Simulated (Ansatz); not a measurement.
`O=CC(O)F` and `C[Se]C(O)F` differ in one atom or group.

Ansatz, PBE0-D4/def2-TZVP geometries, multiplicity 1. Each molecule was computed in one conformer, which needn't be the lowest.

Scalar relativity is left out up to krypton.

| property | `O=CC(O)F` |
| --- | --- |
| LUMO energy (PBE0/def2-TZVPP) / eV | -1.82 |
| LUMO energy (B3LYP/def2-TZVPP) / eV | -2.13 |
| LUMO energy (PBE/def2-TZVPP) / eV | -3.02 |
| HOMO energy (ωB97M-V/def2-TZVPP) / eV | -10.87 |
| HOMO–LUMO gap (B3LYP/def2-TZVPP) / eV | 6.14 |
| LUMO energy (ωB97M-V/def2-TZVPP) / eV | 0.55 |

Task: What does the change do to each property? (An estimate is asked.)

Result: The calculation gave: 
```tsv
property	`C[Se]C(O)F`	shift
LUMO energy (PBE0/def2-TZVPP) / eV	0.09	1.91
LUMO energy (B3LYP/def2-TZVPP) / eV	-0.19	1.94
LUMO energy (PBE/def2-TZVPP) / eV	-0.83	2.19
HOMO energy (ωB97M-V/def2-TZVPP) / eV	-8.65	2.22
HOMO–LUMO gap (B3LYP/def2-TZVPP) / eV	6.02	-0.12
LUMO energy (ωB97M-V/def2-TZVPP) / eV	1.93	1.38
```

With PBE0 the HOMO rises by 2.04 eV and the LUMO rises by 1.91 eV, so the gap narrows by about 0.13 eV. PBE moves the HOMO by 1.58 eV and ωB97M-V by 2.22 eV.

B3LYP here is the variant with VWN-RPA as its local correlation; programs differ in this.

Spin–orbit coupling is left out; it splits and shifts lone-pair levels of the heavy atoms by tenths of an eV.
